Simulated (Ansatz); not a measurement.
The molecule BI+, multiplicity 2 (lowest of 2S+1 = 2, 4 at CCSD(T)/def2-TZVPP on PBE0 minima; our sources give no spin for the ground state, which may be another). No spin–orbit coupling.

Seven points along R, fitted to fifth degree in 1/R; most abundant isotopes. In def2 and cc sets the state is the lowest found near the PBE0 minimum, followed along R.

Correlated levels freeze the inner cores; with def2 sets outer-core shells near the valence are correlated too. CBS(a, b) extrapolates the correlation energy as X⁻³ and adds the Hartree–Fock energy of set b.

The values were computed with Ansatz (a first-principles code). Values without a source in brackets are computed. In def2 rows elements past Kr take small-core potentials, without spin–orbit coupling.

Q: What bond length and harmonic frequency does B97M-V/def2-TZVPP give?

A: r_e = 1.964 Å, ω_e = 788 cm⁻¹.

Q: What bond length and harmonic frequency does B3LYP/def2-TZVPP give?

A: r_e = 1.967 Å, ω_e = 777 cm⁻¹.

Q: What bond length and harmonic frequency does CCSD(T)/CBS(def2-TZVPP, def2-QZVPP) give?

A: r_e = 1.957 Å, ω_e = 796 cm⁻¹.
